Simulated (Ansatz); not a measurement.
Basis-set extrapolation for CH7FOSi2 (`C[SiH](F)[SiH2]O`) (PBE0-D4/def2-TZVP geometry, frozen core, the Gaussian-basis code of Ansatz). Multiplicity 1, RHF reference.

|  | def2-TZVPP | def2-QZVPP |
| --- | --- | --- |
| HF | -794.350160 | -794.379120 |
| MP2 correlation | -0.912396 | -0.987329 |
| CCSD(T) correlation | -0.991398 | not run |

Energies in hartree. Use E(X) = E(∞) + A·exp(−7.88·√X) for Hartree–Fock and E(X) = E(∞) + B·X^(−2.97) for correlation, with X = 3 and 4, and add CCSD(T) minus MP2 of the smaller set to the MP2 limit.

**Question.** What is the CCSD(T) energy at the basis-set limit?

**Answer.** HF limit: -794.379120 + (-0.028960) × 0.13774 = -794.38311. MP2 limit: -0.987329 + (-0.074933) × 0.74074 = -1.04283. Higher-order term: -0.991398 − (-0.912396) = -0.07900. Total: -795.50494 hartree, 4.45 eV below CCSD(T)/def2-TZVPP.
